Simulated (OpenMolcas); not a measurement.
# A ladder of methods for InNH3Cl (SMILES [NH2][InH][Cl])

The species is InNH3Cl (6 atoms), meant as a singlet with charge 0. SMILES: `[NH2][InH][Cl]`. The coordinates come from a PBE0-D4/def2-TZVP relaxation.

Each level gives the vertical energy of the triplet above the singlet (eV). The values are calculated.

```json
{"level": "HF/def2-SVPD (core potential)", "kind": "Hartree–Fock", "program": "OpenMolcas", "value (eV)": "3.86"}
{"level": "SVWN5/def2-SVPD (core potential)", "kind": "LDA", "program": "OpenMolcas", "value (eV)": "4.63"}
{"level": "BLYP/def2-SVPD (core potential)", "kind": "GGA", "program": "OpenMolcas", "value (eV)": "4.45"}
{"level": "revPBE/def2-SVPD (core potential)", "kind": "GGA", "program": "OpenMolcas", "value (eV)": "4.50"}
{"level": "r2SCAN/def2-SVPD (core potential)", "kind": "meta-GGA", "program": "OpenMolcas", "value (eV)": "4.52"}
{"level": "BHLYP/def2-SVPD (core potential)", "kind": "global hybrid", "program": "OpenMolcas", "value (eV)": "4.63"}
{"level": "M06-2X/def2-SVPD (core potential)", "kind": "hybrid meta-GGA", "program": "OpenMolcas", "value (eV)": "4.94"}
{"level": "PBE0/def2-SVPD (core potential)", "kind": "global hybrid", "program": "OpenMolcas", "value (eV)": "4.67"}
```

Spin-orbit coupling, which can split open shells on such heavy atoms by tenths of an eV, is left out. The values span 3.86 to 4.94 eV.
